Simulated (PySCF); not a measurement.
Part of a log for `FB(N)N`: ground state, then the species with a core hole.

Level of theory: delta-SCF UKS SCAN, pcX-2 on the ionised atom, pcseg-1 elsewhere, spin-free X2C (PySCF). Atoms in this output count from 0. The cycles run on a coarse integration grid; for E(ground) and E(ion) the exchange–correlation energy is redone on a finer one, so they differ from the last cycle, and only they enter the binding energy.

Coordinates (Å, PBE0-D3(BJ)/def2-SVP):
```
N      1.298534    -0.224621     0.048609
B      0.037297     0.387110    -0.122666
N     -1.202937    -0.270646     0.030236
F      0.015285     1.695230    -0.456624
H      2.153317     0.298722    -0.069785
H      1.433040    -1.193516     0.292269
H     -1.305926    -1.243207     0.274610
H     -2.073987     0.221450    -0.102739
```

```
ground state, core basis on atom 1 (B), 107 functions
  cycle   1  E = -236.79030028  |g| = 5.51e-02
  cycle   2  E = -236.79016686  |g| = 4.53e-02
  cycle   3  E = -236.79048885  |g| = 2.09e-02
  cycle   4  E = -236.79055557  |g| = 6.05e-03
  cycle   5  E = -236.79056393  |g| = 4.73e-04
  E(ground) = -236.79480445 Eh
hole in B 1s of atom 1
  cycle   1  E = -229.15346889  |g| = 1.17e+00
  cycle   2  E = -228.64424238  |g| = 1.49e+00
  cycle   3  E = -229.45750534  |g| = 4.09e-01
  cycle   4  E = -229.52195476  |g| = 1.48e-01
  ...
  cycle   9  E = -229.53101367  |g| = 1.27e-03
  cycle  10  E = -229.53101624  |g| = 1.55e-03
  cycle  11  E = -229.53101732  |g| = 1.85e-04
  E(ion) = -229.53745571 Eh   <S^2> = 0.7795   hole on atom = 1.000
```

Question: What is the B 1s binding energy of atom 1?

Answer: (-229.537456 − (-236.794804)) Eh × 27.2114 eV/Eh = 197.48 eV, for the three-coordinate boron.

```
ground state, core basis on atom 3 (F), 107 functions
  cycle   1  E = -236.83491181  |g| = 1.21e-01
  cycle   2  E = -236.83446846  |g| = 7.34e-02
  cycle   3  E = -236.83463184  |g| = 6.40e-02
  cycle   4  E = -236.83515141  |g| = 3.50e-03
  cycle   5  E = -236.83515441  |g| = 4.70e-04
  E(ground) = -236.84083091 Eh
hole in F 1s of atom 3
  cycle   1  E = -210.51420834  |g| = 2.58e+00
  cycle   2  E = -210.54819393  |g| = 2.06e+00
  cycle   3  E = -211.35900950  |g| = 3.06e-01
  cycle   4  E = -211.36766562  |g| = 2.09e-01
  cycle   5  E = -211.38789267  |g| = 2.01e-02
  cycle   6  E = -211.38806628  |g| = 3.50e-03
  cycle   7  E = -211.38806942  |g| = 1.70e-03
  cycle   8  E = -211.38807197  |g| = 3.39e-04
  E(ion) = -211.40123780 Eh   <S^2> = 0.7563   hole on atom = 1.000
```

Question: What is the F 1s binding energy of atom 3?

Answer: (-211.401238 − (-236.840831)) Eh × 27.2114 eV/Eh = 692.25 eV, for the boron-bound fluorine.

```
ground state, core basis on atom 0 (N), 107 functions
  cycle   1  E = -236.71281368  |g| = 6.88e-01
  cycle   2  E = -236.62075356  |g| = 9.89e-01
  cycle   3  E = -236.80400346  |g| = 6.24e-02
  cycle   4  E = -236.80450320  |g| = 3.25e-02
  cycle   5  E = -236.80469222  |g| = 8.32e-03
  cycle   6  E = -236.80470506  |g| = 2.55e-03
  cycle   7  E = -236.80470605  |g| = 6.53e-04
  cycle   8  E = -236.80470604  |g| = 3.43e-04
  E(ground) = -236.80543548 Eh
hole in N 1s of atom 0
  cycle   1  E = -221.23969174  |g| = 1.85e+00
  cycle   2  E = -220.83433915  |g| = 1.92e+00
  cycle   3  E = -221.87385035  |g| = 3.73e-01
  cycle   4  E = -221.89681022  |g| = 2.42e-01
  cycle   5  E = -221.91943527  |g| = 2.60e-02
  cycle   6  E = -221.91970564  |g| = 5.47e-03
  cycle   7  E = -221.91971007  |g| = 4.57e-03
  cycle   8  E = -221.91971842  |g| = 1.42e-03
  cycle   9  E = -221.91971973  |g| = 4.33e-04
  E(ion) = -221.91973573 Eh   <S^2> = 0.7630   hole on atom = 1.000
```

Question: What is the N 1s binding energy of atom 0?

Answer: (-221.919736 − (-236.805435)) Eh × 27.2114 eV/Eh = 405.06 eV, for the boron-bound nitrogen.

The ground state is recomputed for each atom, because the flexible core basis sits on the ionised atom alone; energies of different blocks can't be mixed. Isolated species at its PBE0-D3(BJ)/def2-SVP geometry, gas phase.

The run took 10 s of wall time on one thread of an Arm Neoverse V1, on a shared host.

The values belong to the conformer `[NH2:1][B:2]([NH2:3])[F:4]`: H–N1–B2–N3 180°, H–N1–B2–N3 0°, H–N3–B2–N1 0°, H–N3–B2–N1 180°.
Labels such as C1 count atoms from 1, the log's own numbers from 0.
